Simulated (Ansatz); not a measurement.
C2H5BO2 can be A, `BOC(C)=O`, or B, `CB(O)C=O`.

Program: Ansatz. Geometries: PBE0-D4/def2-TZVP. ΔE: electronic, gas phase. CBS: MP2 limit from def2 TZ/QZ plus the TZ coupled-cluster correction, frozen cores. Functionals use def2-TZVPP. Each species was taken in one conformer, which may not be the lowest.

A:

Z-matrix (Å, degrees):
```
C
C 1 1.492
H 1 1.092 2 109.3
H 1 1.092 2 109.8 3 -117.1
H 1 1.087 2 110.0 3 121.2
O 2 1.377 1 110.9 3 58.2
O 2 1.191 1 126.5 3 -119.7
B 6 1.364 2 122.4 1 153.2
H 8 1.194 6 115.5 2 173.6
H 8 1.193 6 120.5 2 -8.5
```

B:

```xyz
10

C    -1.092    0.214   -0.905
B     0.116   -0.307   -0.075
O     0.682   -1.507   -0.287
C     0.824    0.529    1.120
O     1.764    0.032    1.704
H    -1.920    0.500   -0.247
H    -1.457   -0.510   -1.634
H    -0.815    1.132   -1.438
H     1.417   -1.627    0.336
H     0.481    1.542    1.427
```

(1) Which isomer does CCSD(T)/CBS put lower? Give the gap. (An estimate is asked.)

(2) Give E(B) − E(A) in kcal/mol with B2PLYP, r2SCAN-D4, CCSD(T)/def2-SVP, MP2/def2-TZVPP, PBE0-D4, LDA (SPW92), CCSD/def2-TZVPP. (Best estimate.)

(3) Does the order hold for the free energy at 298.15 K (harmonic terms from PBE0-D4)? (Estimate.)

Largest T1 diagnostic: 0.015.

Results:

(1) Computed: B, by 7.3 kcal/mol.

(2) Computed: B2PLYP -5.7, r2SCAN-D4 -5.3, CCSD(T)/def2-SVP -5.3, MP2/def2-TZVPP -6.5, PBE0-D4 -6.2, LDA (SPW92) -5.9, CCSD/def2-TZVPP -6.5. None reverses the order clearly.

(3) Ansatz gave: Yes: G(B) − G(A) = -6.4 kcal/mol, for one conformer each.

At CCSD(T), def2-SVP lies +2.0 kcal/mol from the extrapolated value and def2-TZVPP +0.6 kcal/mol. In def2-TZVPP, CCSD(T) changes the Hartree–Fock value by −5.7 kcal/mol (the triples alone add −0.2 kcal/mol) and MP2 by −5.5 kcal/mol.
